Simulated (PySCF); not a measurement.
Method: ωB97X-D3(BJ)/def2-TZVP // PBE0-D3(BJ)/def2-TZVP run with PySCF. All species are isolated molecules in the gas phase. One relaxed conformer stands for a flexible species; it need not be the lowest. Excitations are Tamm–Dancoff values on a coarser integration grid. The basis has no diffuse functions, so Rydberg states are missing or too high.

Reference species (SMILES): `S[SiH]=C` (C–Si–S–H torsion 1°) (neutral, multiplicity 1).

| Property | Value |
|---|---|
| S1 oscillator strength | 0.017 |
| HOMO | -8.54 eV |
| S1 excitation (TDA) | 5.32 eV |
| HOMO–LUMO gap | 9.68 eV |

Changed species: `C=[SiH]C(=O)O` (C–Si–C–O torsion 180°, Si–C–O–H torsion 180°) (X = carboxy; the reference has X = mercapto).

Problem. Predict the effect on the S1 oscillator strength, HOMO, S1 excitation (TDA) and HOMO–LUMO gap.

Solution. the S1 oscillator strength falls by 0.016, to 0.001; the HOMO decreases by 0.61 eV, to -9.15 eV; the S1 excitation (TDA) drops by 0.53 eV, to 4.79 eV; the HOMO–LUMO gap falls by 0.53 eV, to 9.15 eV.
